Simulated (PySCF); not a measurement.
Job for PySCF: R-BP86/6-31G* on C3H9Al (SMILES [CH3][Al]([CH3])[CH3]), a point of a bond scan (R = 1.096 Å).

```python
from pyscf import gto, scf, dft, mp
from pyscf.data.elements import chemcore

mol = gto.M(
    atom='''
    Al   -0.00545072    0.00321689    0.00621685
    C    -1.37694529   -1.39163355   -0.14691927
    H    -1.25762994   -1.93679857   -1.09051443
    H    -2.38593197   -0.96907901   -0.16620752
    H    -1.33411409   -2.12920174    0.65757840
    C    -0.15044393    1.64610507   -1.05639740
    H     0.79086087    1.88141774   -1.56277165
    H    -0.36707720    2.50233223   -0.40734550
    H    -0.93818372    1.60491701   -1.81189978
    C     1.52994891   -0.25594771    1.20008060
    H     2.11111240    0.65534719    1.35815232
    H     2.21239517   -1.00533961    0.78245430
    H     1.22406953   -0.63655760    2.17915126
    ''',
    basis='6-31g*',
    cart=True,
    charge=0, spin=0, verbose=3, max_memory=1800)
mf = dft.RKS(mol, xc='b88,p86')
mf.conv_tol = 1e-8
mf.max_cycle = 100
mf.kernel()
if not mf.converged:
    mf = mf.newton().run(mf.mo_coeff, mf.mo_occ)
```

It printed:

```
converged SCF energy = -362.172664685158
```

The run converged.

Cost: roughly 9 core-seconds.
